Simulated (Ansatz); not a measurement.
Cartesian coordinates (Å):
```xyz
7

N      2.5151    -0.5816     0.0046
C      1.4395    -0.1699    -0.0161
Si    -0.3040     0.4704    -0.0178
O     -1.3418    -0.7310    -0.3946
H     -0.5160     1.0303     1.3361
H     -0.4103     1.4917    -1.0743
H     -1.3825    -1.5098     0.1621
```
Charge 0, spin multiplicity 1.

All values below come from Ansatz (a program for electronic structure) with frozen-core CCSD(T)/def2-TZVPP // PBE0-D4/def2-TZVP.

```json
{
  "HF energy": "-457.99475 Ha",
  "MP2 correlation energy": "-0.69424 Ha"
}
```

Problem. Estimate the CCSD correlation energy, the (T) correction, the total energy and the T1 diagnostic.

Solution. 
| Property | Value |
|---|---|
| CCSD correlation energy | -0.71200 Ha |
| (T) correction | -0.03101 Ha |
| CCSD(T) total energy | -458.73776 Ha |
| T1 diagnostic | 0.013 |
